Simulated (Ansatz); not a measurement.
The same path of ClGe2H5 + H3N (12 atoms, charge 0, multiplicity 1) was run twice with different band settings. Lost on the way: Ge1–H2, N9–H12. Made: Ge1–N9, H2–H12.

All numbers below come from RHF/def2-mTZVP in Ansatz.

Relaxed end points:

```xyz
12
Properties=species:S:1:pos:R:3
Ge 0.503 -0.205 -0.200
H 0.645 0.038 1.303
H 1.902 -0.318 -0.823
Cl -0.301 1.657 -1.041
Ge -0.965 -2.070 -0.806
H -1.275 -2.919 0.431
H -2.255 -1.553 -1.445
H -0.234 -2.963 -1.828
N -2.601 0.094 1.288
H -2.853 0.837 0.663
H -3.439 -0.410 1.508
H -2.285 0.522 2.137
```

```xyz
12
Properties=species:S:1:pos:R:3
Ge -0.816 -0.187 -0.502
H 0.350 0.768 4.127
H 0.465 0.037 0.302
Cl -0.604 1.147 -2.244
Ge -1.157 -2.443 -1.391
H -1.157 -3.457 -0.238
H -2.508 -2.495 -2.117
H -0.028 -2.781 -2.372
N -2.216 0.315 0.544
H -3.132 0.249 0.148
H -2.130 1.187 1.024
H -0.226 0.372 3.906
```

Common settings: climbing image yes; spring 5.0 eV/Å²; optimiser quadratic models (default); start path through a guess of the saddle point; force threshold 0.05 eV/Å; iteration limit 60; end points relaxed.

| run | movable images |
| --- | --- |
| 1 | 7 |
| 2 | 3 |

(1) What does each run give, and how far can it be trusted?

Answers

(1) Run 1: converged after 40 iterations, highest image 2.626 eV above the first end. The profile has 2 maxima (images 2, 5) with wells between them (image 3): this band takes more than one step, which may be the mechanism or a detour left from its start path. Neighbouring images differ by up to 2.3 eV, so the band resolves the path poorly. A vibrational analysis at the climbing image gives one clearly imaginary mode, 1487i cm⁻¹: a first-order saddle point.
Run 2: converged after 40 iterations, highest image 2.627 eV above the first end. Neighbouring images differ by up to 2.5 eV, so the band resolves the path poorly. Another band between the same ends (7 images) ends at a top of the same energy, where a vibrational analysis finds 1 clearly imaginary mode. So few images can step over the top or miss a turn of the path.
The orbitals stay closed-shell, which can raise the energy where a bond breaks towards radicals; this wasn't checked here.
